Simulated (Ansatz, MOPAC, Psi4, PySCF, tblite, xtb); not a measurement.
Dimer BF3 ··· CH3Br (SMILES FB(F)F and CBr) at R = 2.99 Å between the centres of mass, closest contact 2.64 Å (a higher rigid-body minimum at GFN2-xTB). Geometry in Å and degrees:

```
Br
C 1 1.9574
H 2 1.0842 1 107.64
H 2 1.0842 3 111.23 1 117.70
H 2 1.0842 3 111.23 4 124.60
F 3 2.6392 2 124.47 4 118.29
B 6 1.3157 3 104.08 2 -43.47
F 7 1.3156 6 120.01 3 -49.22
F 7 1.3157 8 119.99 6 179.96
```

Levels: GFN2-xTB (tblite); SAPT0/jun-cc-pVDZ, frozen core (Psi4); revPBE/def2-TZVP, counterpoise-corrected (Psi4); revPBE-D3(BJ)/def2-TZVP, counterpoise-corrected (Psi4); PBE/def2-TZVP, counterpoise-corrected (Psi4); PBE-D3(BJ)/def2-TZVP, counterpoise-corrected (Psi4); RHF/aug-cc-pVDZ, counterpoise-corrected (Ansatz, a first-principles code); MP2/aug-cc-pVDZ = MP2 on RHF/aug-cc-pVDZ, cores with 3d frozen, counterpoise-corrected in Ansatz; CCSD/aug-cc-pVDZ = CCSD on RHF/aug-cc-pVDZ, cores with 3d frozen, counterpoise-corrected (Ansatz); CCSD(T)/aug-cc-pVDZ = Ansatz with CCSD(T) on RHF/aug-cc-pVDZ, cores with 3d frozen, counterpoise-corrected; RHF/aug-cc-pVTZ, counterpoise-corrected (Ansatz); MP2/aug-cc-pVTZ = MP2 on RHF/aug-cc-pVTZ, cores with 3d frozen, counterpoise-corrected (Ansatz); PM6, restricted, heats of formation (MOPAC); PM7, restricted, heats of formation (MOPAC); GFN1-xTB (xtb); RKS-B3LYP/6-31G* = restricted B3LYP/6-31G*, spherical d, no counterpoise correction in PySCF 2.14.0; RHF/6-31G* = PySCF 2.14.0 with restricted Hartree-Fock/6-31G*, spherical d, no counterpoise correction; RKS-LDA (SVWN5)/6-31G* = PySCF with restricted LDA (SVWN5)/6-31G*, spherical d, no counterpoise correction; RMP2/3-21G = PySCF with restricted MP2 (frozen core)/3-21G, no counterpoise correction.

What interaction energy does each level give?


```tsv
method	E_int / kJ/mol
RKS-LDA (SVWN5)/6-31G*	-24.86
GFN2-xTB	-14.40
GFN1-xTB	-13.56
RMP2/3-21G	-13.51
PM6	-11.03
PBE-D3(BJ)/def2-TZVP	-8.47
MP2/aug-cc-pVTZ	-7.12
SAPT0/jun-cc-pVDZ	-4.65
revPBE-D3(BJ)/def2-TZVP	-4.37
PM7	-3.60
RKS-B3LYP/6-31G*	-3.15
MP2/aug-cc-pVDZ	-2.22
PBE/def2-TZVP	-2.19
CCSD(T)/aug-cc-pVDZ	-1.90
CCSD/aug-cc-pVDZ	-0.25
RHF/6-31G*	3.63
RHF/aug-cc-pVTZ	7.34
RHF/aug-cc-pVDZ	8.49
revPBE/def2-TZVP	9.47
```
